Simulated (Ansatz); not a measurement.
Ansatz (a first-principles code) input (B3LYP/LANL2DZ): The .json file is the Basis Set Exchange's LANL2DZ.

Ansatz 0.2 input:
```yaml
crystal:
  periodic: [false, false, false]
  atoms:
    - {symbol: Cl, position_ang: [-0.00000000, -0.00000000, -1.61347186]}
    - {symbol: B, position_ang: [0.00000000, 0.00000000, 0.00000000]}
    - {symbol: Cl, position_ang: [0.00000000, 0.00000000, 1.61347186]}
basis:
  gaussian:
    orbitals: LANL2DZ.json
hamiltonian:
  xc: {name: B3LYP}
total_charge: 1
relax: {f_tol: 0.003, max_steps: 120}
```

From the last part of the output:

```
reference -1481.00339154 eV, -54.4258707789 hartree; 9, 9 occupied and 16, 16 virtual orbitals, 414 factors
relax step   2: F+E_penalty+E_count = -1481.00322999 eV  Δ(F+E_penalty+E_count) = -2.898e-2 eV  max|allowed force component| = 6.586e-1 eV/Å  Δτ_max = 0.0152 Å  (24 SCF iters, accepted)
these checks for a lower state are left out or cut short: starts, cluster_reference, orbital_swaps, neighbouring_geometries, increment
integrals: 0.01 GiB planned
414 factors; integrals over basis functions are off by at most 1.0e-4 eV
mean field: 0.07 GiB planned
mean field -1481.01505152 eV, -54.4262992753 hartree, gradient 1.8e-5 eV, S^2 0.000000; 0 other end points of the search recorded, 0 dependent functions left out
the calculation of the forces begins
reference -1481.01521534 eV, -54.4263052954 hartree; 9, 9 occupied and 16, 16 virtual orbitals, 414 factors
relax step   3: F+E_penalty+E_count = -1481.01505152 eV  Δ(F+E_penalty+E_count) = -1.182e-2 eV  max|allowed force component| = 3.829e-2 eV/Å  Δτ_max = 0.0172 Å  (22 SCF iters, accepted)
these checks for a lower state are left out or cut short: starts, cluster_reference, orbital_swaps, neighbouring_geometries, increment
integrals: 0.01 GiB planned
414 factors; integrals over basis functions are off by at most 1.0e-4 eV
mean field: 0.07 GiB planned
mean field evaluation 32: about -1481.0151 eV, gradient 1.8e-1 eV
mean field -1481.01509419 eV, -54.4263008435 hartree, gradient 8.6e-5 eV, S^2 0.000000; 0 other end points of the search recorded, 0 dependent functions left out
the calculation of the forces begins
reference -1481.01525817 eV, -54.4263068694 hartree; 9, 9 occupied and 16, 16 virtual orbitals, 414 factors
relax step   4: F+E_penalty+E_count = -1481.01509419 eV  Δ(F+E_penalty+E_count) = -4.267e-5 eV  max|allowed force component| = 2.470e-4 eV/Å  Δτ_max = 0.0011 Å  (16 SCF iters, accepted)
integrals: 0.01 GiB planned
414 factors; integrals over basis functions are off by at most 1.0e-4 eV
mean field: 0.07 GiB planned
mean field -1481.01509419 eV, -54.4263008435 hartree, gradient 8.6e-5 eV, S^2 0.000000; 1 other end points of the search recorded, 0 dependent functions left out
the calculation of the forces begins
reference -1481.01525817 eV, -54.4263068694 hartree; 9, 9 occupied and 16, 16 virtual orbitals, 414 factors
Total energy: -1481.01525817 eV, -54.4263068694 hartree
Atom 0 at     0.000000    -0.000000    -1.646993 Å, force    -0.000000    -0.000000     0.000247 eV/Å
Atom 1 at    -0.000000    -0.000000     0.000000 Å, force     0.000000     0.000000     0.000000 eV/Å
Atom 2 at     0.000000     0.000000     1.646993 Å, force    -0.000000    -0.000000    -0.000247 eV/Å
Dipole moment:     0.000000     0.000000    -0.000000 e Å
```

The dipole moment of an ion depends on the origin.
